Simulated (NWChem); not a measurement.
Species: SiCl3 cation

```xyz
4

Cl     1.3883     1.3883     0.0000
Si     0.0000     0.0000     0.0000
Cl     0.5082    -1.8965     0.0000
Cl    -1.8965     0.5082     0.0000
```
Atoms are numbered in this order, from 1.

All runs: NWChem. Geometry: optimised at PBE0/def2-SVP. Atomic charges in e: unrestrained fits to the electrostatic potential beside Mulliken populations; the two definitions need not agree.

Q: What does the run give for B3LYP/def2-SVP? Quantities: ESP Cl1; Mulliken Cl1; ESP Si2; Mulliken Si2; ESP Cl3; Mulliken Cl3; ESP Cl4; Mulliken Cl4; relative RMS misfit of the potential (%).

A: 
- ESP Cl1: 0.14
- Mulliken Cl1: 0.07
- ESP Si2: 0.58
- Mulliken Si2: 0.80
- ESP Cl3: 0.14
- Mulliken Cl3: 0.07
- ESP Cl4: 0.14
- Mulliken Cl4: 0.07
- relative RMS misfit of the potential (%): 5
